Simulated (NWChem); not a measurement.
The numbers come from NWChem runs, not from measurements. System: CH4Si, charge 1, spin multiplicity 2, at the geometry of a parent with another charge or spin, in a state set for the comparison that need not be this species' ground state. Its SCF solution wasn't tested for a lower state. Level: UB3LYP/def2-TZVPD, VWN1-RPA local correlation.

Input file:

```
start mol
memory heap 200 mb stack 900 mb global 1100 mb
charge 1
geometry units angstroms nocenter noautoz
  C      0.000000     0.000000     1.156933
  Si     0.000000     0.000000    -0.550682
  H      0.926618     0.000000     1.737870
  H     -0.926618     0.000000     1.737870
  H     -1.249623     0.000000    -1.353895
  H      1.249623     0.000000    -1.353895
  symmetry group C2v
end
basis spherical
  * library def2-tzvpd
end
dft
  xc b3lyp
  odft
  mult 2
  semidirect memsize 60000000 filesize 0
  iterations 100
end
task dft energy
```

NWChem printed:

```
             Northwest Computational Chemistry Package (NWChem) 7.3.0
             --------------------------------------------------------

                                NWChem Input Module
                                -------------------

 Scaling coordinates for geometry "geometry" by  1.889725989
 (inverse scale =  0.529177249)

 Turning off AUTOSYM since
 SYMMETRY directive was detected!

                             Geometry "geometry" -> ""
                             -------------------------

 Output coordinates in angstroms (scale by  1.889725989 to convert to a.u.)

  No.       Tag          Charge          X              Y              Z
 ---- ---------------- ---------- -------------- -------------- --------------
    1 C                    6.0000     0.00000000     0.00000000     1.15693300
    2 Si                  14.0000     0.00000000     0.00000000    -0.55068200
    3 H                    1.0000     0.92661800     0.00000000     1.73787000
    4 H                    1.0000    -0.92661800     0.00000000     1.73787000
    5 H                    1.0000    -1.24962300     0.00000000    -1.35389500
    6 H                    1.0000     1.24962300     0.00000000    -1.35389500

 Effective nuclear repulsion energy (a.u.)      51.1946191255

            Nuclear Dipole moment (a.u.)
            ----------------------------
        X                 Y               Z
 ---------------- ---------------- ----------------
     0.0000000000     0.0000000000    -0.0000000000

      Symmetry information
      --------------------

 Group name             C2v
 Group number             16
 Group order               4
 No. of unique centers     4

      Symmetry unique atoms

     1    2    3    5


 Summary of "ao basis" -> "" (spherical)
 ------------------------------------------------------------------------------
       Tag                 Description            Shells   Functions and Types
 ---------------- ------------------------------  ------  ---------------------
 *                         def2-tzvpd                 on all atoms

                                 NWChem DFT Module
[...]
 overlap   1.000  0.975  0.973  0.997  0.998  1.000  0.998  0.999  0.998  1.000

   alpha     21     22     23     24     25     26     27     28     29     30
    beta     21     23     22     24     25     26     27     28     29     30
 overlap   1.000  0.983  0.986  0.980  0.987  0.996  0.999  0.993  0.999  1.000

   alpha     31     32     33     34     35     36     37     38     39     40
    beta     31     32     33     34     35     36     37     38     39     40
 overlap   0.998  0.998  0.998  0.999  0.994  0.997  0.992  0.998  0.988  0.999

   alpha     41     42     43     44     45     46     47     48     49     50
    beta     41     42     43     44     45     47     46     48     49     50
 overlap   0.994  1.000  0.998  0.996  0.976  0.982  1.000  0.995  1.000  0.995

   alpha     51     52     53     54     55     56     57     58     59     60
    beta     51     52     53     54     55     56     57     58     59     60
 overlap   0.999  0.989  0.999  0.991  0.998  1.000  0.992  0.994  1.000  1.000

   alpha     61     62     63     64     65     66     67     68     69     70
    beta     61     62     63     64     65     66     67     68     69     70
 overlap   0.999  1.000  0.990  0.999  0.989  0.997  0.998  0.997  1.000  1.000

   alpha     71     72     73     74     75     76     77     78     79     80
    beta     71     72     73     74     75     76     77     78     79     80
 overlap   0.998  0.996  1.000  0.996  0.999  0.998  1.000  1.000  1.000  0.996

   alpha     81     82     83     84     85     86     87     88     89     90
    beta     81     82     83     84     85     86     87     88     89     90
 overlap   0.998  0.999  0.999  1.000  0.956  0.954  0.999  0.998  1.000  0.997

   alpha     91     92     93     94     95     96     97     98     99    100
    beta     91     92     93     94     95     96     97     98     99    100
 overlap   0.998  0.998  0.998  0.999  0.999  0.999  0.995  0.997  0.999  1.000

   alpha    101    102    103    104    105    106    107    108    109    110
    beta    101    102    103    104    105    106    107    108    109    110
 overlap   1.000  0.998  1.000  0.996  0.999  1.000  0.998  1.000  0.999  1.000

   alpha    111    112    113    114    115    116
    beta    111    112    113    114    115    116
 overlap   1.000  1.000  1.000  1.000  1.000  1.000

     --------------------------
     Expectation value of S2:
     --------------------------
      <S2> =      0.7524 (Exact =     0.7500)

 center of mass
 --------------
 x =   0.00000000 y =   0.00000000 z =  -0.03217243

 moments of inertia (a.u.)
 ------------------
         122.543197022032           0.000000000000           0.000000000000
           0.000000000000         139.963680488463           0.000000000000
           0.000000000000           0.000000000000          17.420483466431

     Multipole analysis of the density
     ---------------------------------

     L   x y z        total         alpha         beta         nuclear
     -   - - -        -----         -----         ----         -------
     0   0 0 0      1.000000    -12.000000    -11.000000     24.000000

     1   1 0 0     -0.000000     -0.000000     -0.000000      0.000000
     1   0 1 0     -0.000000     -0.000000      0.000000      0.000000
     1   0 0 1      0.045493     -0.670164      0.715657     -0.000000

     2   2 0 0    -11.724218    -14.858007    -14.151437     17.285227
     2   1 1 0     -0.000000     -0.000000     -0.000000      0.000000
     2   1 0 1     -0.000000     -0.000000     -0.000000      0.000000
     2   0 2 0    -12.140358     -7.491322     -4.649036      0.000000
     2   0 1 1     -0.000000     -0.000000     -0.000000      0.000000
     2   0 0 2     -8.396922    -45.239003    -41.660343     78.502424

 Task  times  cpu:        7.2s     wall:        7.2s

 Total times  cpu:        7.2s     wall:        7.2s
```
